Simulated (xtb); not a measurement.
xtb input (GFN2-xTB):

```bash
xtb mol.xyz --gfn 2 --sp --chrg -1 --uhf 0
```
mol.xyz:
```
5

Ge    -0.13787901    -0.70653447    -0.11847276
O      1.70995650    -0.50860189    -0.37761207
Cl    -0.66448713     1.62851734     0.29063880
H     -0.04865765    -0.97579602     1.49866258
H      2.07741535    -0.03108058     0.37250271
```

End of the output:

```
         :::::::::::::::::::::::::::::::::::::::::::::::::::::
         ::                     SUMMARY                     ::
         :::::::::::::::::::::::::::::::::::::::::::::::::::::
         :: total energy             -11.878123569858 Eh    ::
         :: gradient norm              0.030978479194 Eh/a0 ::
         :: HOMO-LUMO gap              5.347288757458 eV    ::
         ::.................................................::
         :: SCC energy               -11.897901189586 Eh    ::
         :: -> isotropic ES            0.153427683816 Eh    ::
         :: -> anisotropic ES         -0.007012701858 Eh    ::
         :: -> anisotropic XC         -0.002614282306 Eh    ::
         :: -> dispersion             -0.003732235574 Eh    ::
         :: repulsion energy           0.019777619728 Eh    ::
         :: add. restraining           0.000000000000 Eh    ::
         :: total charge              -1.000000000000 e     ::
         :::::::::::::::::::::::::::::::::::::::::::::::::::::

           -------------------------------------------------
          |                Property Printout                |
           -------------------------------------------------

    * Orbital Energies and Occupations

         #    Occupation            Energy/Eh            Energy/eV
      -------------------------------------------------------------
         1        2.0000           -0.8325237             -22.6541
         2        2.0000           -0.4699133             -12.7870
         3        2.0000           -0.3961926             -10.7810
         4        2.0000           -0.3361026              -9.1458
         5        2.0000           -0.2537045              -6.9036
         6        2.0000           -0.2475481              -6.7361
         7        2.0000           -0.2204763              -5.9995
         8        2.0000           -0.2132795              -5.8036
         9        2.0000           -0.2122222              -5.7749
Note: The following floating-point exceptions are signalling: IEEE_UNDERFLOW_FLAG IEEE_DENORMAL
normal termination of xtb
        10        2.0000           -0.1720928              -4.6829 (HOMO)
        11                          0.0244164               0.6644 (LUMO)
        12                          0.0641266               1.7450
        13                          0.1812680               4.9326
        14                          0.2371230               6.4524
        15                          0.2682002               7.2981
        16                          0.2692255               7.3260
        17                          0.2712033               7.3798
        18                          0.2755190               7.4973
        19                          0.2836640               7.7189
        20                          0.3018349               8.2133
        21                          0.3376810               9.1888
       ...                                ...                  ...
        24                          0.9684995              26.3542
      -------------------------------------------------------------
                  HL-Gap            0.1965092 Eh            5.3473 eV
             Fermi-level           -0.0738382 Eh           -2.0092 eV

     #   Z          covCN         q      C6AA      α(0)
     1  32 Ge       2.379     0.266   225.943    30.059
     2   8 O        1.569    -0.605    25.331     6.791
     3  17 Cl       0.744    -0.607   119.444    16.717
     4   1 H        0.868    -0.302    23.060     7.520
     5   1 H        0.808     0.247     0.904     1.493

 Mol. C6AA /au·bohr⁶  :       1323.944206
 Mol. C8AA /au·bohr⁸  :      65058.093801
 Mol. α(0) /au        :         62.581372

Wiberg/Mayer (AO) data.
largest (>0.10) Wiberg bond orders for each atom

 ---------------------------------------------------------------------------
     #   Z sym  total        # sym  WBO       # sym  WBO       # sym  WBO
 ---------------------------------------------------------------------------
     1  32 Ge   2.635 --     2 O    1.037     4 H    0.889     3 Cl   0.692
     2   8 O    1.987 --     1 Ge   1.037     5 H    0.920
     3  17 Cl   0.715 --     1 Ge   0.692
     4   1 H    0.909 --     1 Ge   0.889
     5   1 H    0.939 --     2 O    0.920
 ---------------------------------------------------------------------------

Topologies differ in total number of bonds
Writing topology from bond orders to xtbtopo.mol

molecular dipole:
                 x           y           z       tot (Debye)
 q only:       -0.264      -1.099      -0.643
   full:        0.231      -1.189      -0.311       3.178
molecular quadrupole (traceless):
                xx          xy          yy          xz          yz          zz
 q only:        1.368       6.310      -3.742       3.884       0.311       2.373
  q+dip:        1.967       6.953      -5.874       4.543      -0.574       3.907
   full:        2.077       6.933      -5.407       4.367      -0.601       3.330

           -------------------------------------------------
          | TOTAL ENERGY              -11.878123569858 Eh   |
          | GRADIENT NORM               0.030978479194 Eh/α |
          | HOMO-LUMO GAP               5.347288757458 eV   |
           -------------------------------------------------

------------------------------------------------------------------------
------------------------------------------------------------------------
 total:
 SCF:
```

It need not be the lowest isomer of its formula. Whether it binds its extra electron was not tested at this geometry.
